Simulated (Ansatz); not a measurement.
Breaking the As1–N2 bond in AsN (multiplicity 1 held). Energies count from the point at 1.611 Å.


```csv
level,energy at R = 6.446 Å (kJ/mol),cost
R-HF/cc-pVDZ,1335.7,-
U-HF/cc-pVDZ,48.0,-
R-MP2/cc-pVDZ,208.8,-
U-MP2/cc-pVDZ,245.2,-
R-SCS-MP2/cc-pVDZ,222.9,-
U-SCS-MP2/cc-pVDZ,239.1,-
U-CCSD/cc-pVDZ,325.8,-
U-CCSD(T)/cc-pVDZ,359.7,-
"CASSCF(10,8)/cc-pVDZ",376.3,-
"SC-NEVPT2 on CASSCF(10,8)/cc-pVDZ",380.7,-
"FIC-NEVPT4(SD) on CASSCF(10,8)/cc-pVDZ",369.4,×1
"FIC-MRCISD on CASSCF(10,8)/cc-pVDZ",375.5,-
"FIC-MRCISD+Q on CASSCF(10,8)/cc-pVDZ",371.6,×1
```

The rows run from 48.0 (U-HF/cc-pVDZ) to 1335.7 kJ/mol (R-HF/cc-pVDZ). In cc-pVDZ the value moves U-HF 48.0, U-MP2 245.2, U-CCSD 325.8, U-CCSD(T) 359.7, a shift of 311.7 from U-HF to U-CCSD(T).

Restricted levels (R-, RO-) in cc, def2 and unpolarised 6-31G sets keep to the state of the molecule at rest. U- levels take the lowest unrestricted solution at each point, which mixes spins at long bonds. Active spaces are followed from rest. Curves can end on different states.

Frozen-core correlation. Filled d and f shells under p-block atoms count as core.

Doubts at one or more of the structures used: a restricted determinant that unrestricted orbitals would lower (R-HF/cc-pVDZ, R-MP2/cc-pVDZ, R-SCS-MP2/cc-pVDZ); a spin-contaminated determinant (U-HF/cc-pVDZ, U-MP2/cc-pVDZ, U-SCS-MP2/cc-pVDZ, U-CCSD/cc-pVDZ, U-CCSD(T)/cc-pVDZ); T1 above 0.05 (U-CCSD/cc-pVDZ, U-CCSD(T)/cc-pVDZ).

Run with Ansatz (Gaussian orbitals). 

Costs are rough ratios of core time to FIC-MRCISD+Q on CASSCF(10,8)/cc-pVDZ (about 4 s over the structures, on one shared machine); a dash marks a level with no comparable run of its own.

Ansatz is an electronic-structure program.
